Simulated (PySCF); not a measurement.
**Correlation energy of Ga⁺ (gallium, charge +1)**

Starting occupation: [Ar] 3d10 4s1 4p1, 4s1/2 with m_j = +1/2, 4p3/2 with m_j = +3/2. All numbers are calculated (PySCF 2.14, X2C-1e with screened-nucleus spin-orbit coupling, Gaussian nucleus, in x2c-TZVPall-2c). Frozen: [Ne]; 20 electrons correlated.

MP2 pair energies summed by pair of shells (mhartree):

| pair | energy | share (%) |
| --- | --- | --- |
| 3d3/2-3d5/2 | -64.30 | 20.9 |
| 3d5/2-3d5/2 | -43.34 | 14.1 |
| 3d5/2-3p3/2 | -35.97 | 11.7 |
| 3d3/2-3p3/2 | -24.40 | 7.9 |
| 3d5/2-3p1/2 | -18.77 | 6.1 |
| 3d3/2-3d3/2 | -17.79 | 5.8 |
| 3p1/2-3p3/2 | -14.03 | 4.6 |
| 3d5/2-3s1/2 | -13.53 | 4.4 |
| 3p3/2-3p3/2 | -12.31 | 4.0 |
| 3d3/2-3p1/2 | -11.89 | 3.9 |
| 3d3/2-3s1/2 | -9.03 | 2.9 |
| 3p3/2-3s1/2 | -9.02 | 2.9 |
| 3d5/2-4s1/2 | -6.44 | 2.1 |
| 3p1/2-3s1/2 | -4.59 | 1.5 |
| 3d5/2-4p3/2 | -4.49 | 1.5 |
| 3d3/2-4s1/2 | -3.86 | 1.3 |
| 4p3/2-4s1/2 | -3.34 | 1.1 |
| 3p1/2-3p1/2 | -2.79 | 0.9 |
| 3d3/2-4p3/2 | -2.69 | 0.9 |
| 3s1/2-3s1/2 | -1.78 | 0.6 |
| 3p3/2-4s1/2 | -1.31 | 0.4 |
| 3p3/2-4p3/2 | -0.66 | 0.2 |
| 3p1/2-4s1/2 | -0.65 | 0.2 |
| 3p1/2-4p3/2 | -0.38 | 0.1 |
| 3s1/2-4s1/2 | -0.29 | 0.1 |
| 3s1/2-4p3/2 | -0.19 | 0.1 |

Total MP2 correlation energy: -307.81 mhartree.

This basis was not built for core-valence correlation, so the inner-shell part is incomplete.
